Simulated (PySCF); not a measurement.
C3H3F2O2S (charge -1).
SMILES with atom numbers: `[O:1]=[C:2]([OH:3])[C@@H:4]([S-:5])[CH:6]([F:7])[F:8]` (hydrogens: H9 on O3; H10 on C4; H11 on C6)

Structure optimised with GFN2-xTB, isolated species.

**Question.** Give the optimised bond lengths and angles.

**Answer.** 
| bond | length (Å) | order |
| --- | --- | --- |
| O1=C2 | 1.221 | double |
| C2–O3 | 1.370 | single |
| C2–C4 | 1.480 | single |
| C4–S5 | 1.814 | single |
| C4–C6 | 1.501 | single |
| C6–F7 | 1.360 | single |
| C6–F8 | 1.374 | single |
| O3–H9 | 0.967 | single |
| C4–H10 | 1.090 | single |
| C6–H11 | 1.097 | single |

Orders are formal, as drawn. A selection of angles:
| angle | degrees |
| --- | --- |
| O1–C2–O3 | 120.5 |
| O1–C2–C4 | 127.1 |
| O3–C2–C4 | 112.3 |
| C2–C4–S5 | 88.1 |
| C2–C4–C6 | 113.4 |
| S5–C4–C6 | 112.1 |
| C4–C6–F7 | 112.9 |
| C4–C6–F8 | 111.7 |
| F7–C6–F8 | 103.8 |
| H9–O3–C2 | 107.0 |

Torsions: O1–C2–C4–S5 -93° (anticlinal); C2–C4–C6–F7 -174° (antiperiplanar); H9–O3–C2–O1 16° (synperiplanar).

Of the pairs four or more bonds apart, O1···H11 is among the closest relative to their van der Waals radii: 2.66 Å, 98 % of the sum of Bondi's values. The C–O distances run from 1.221 Å (O1=C2, drawn double) to 1.370 Å (C2–O3, drawn single), a spread of 0.149 Å. The 2 C–C bonds span 1.480 Å (C2–C4, drawn single) to 1.501 Å (C4–C6, drawn single), a spread of 0.021 Å. O3 (acid hydroxyl oxygen) is bent (angle 107.0°). C2 (carboxylic acid carbon) is planar (angles 127.1°, 120.5° and 112.3°, sum 359.9°, 0.02 Å off the plane of its three neighbours).

Point group: C1 (no symmetry element, even within 0.4 Å). Whether it is a minimum is left open (no frequencies). Torsions: O1–C2–O3–H 16°, O1–C2–C4–S5 -93°, C2–C4–C6–F7 -174°.

One conformer stands for the species.

All values are computed, not measured.
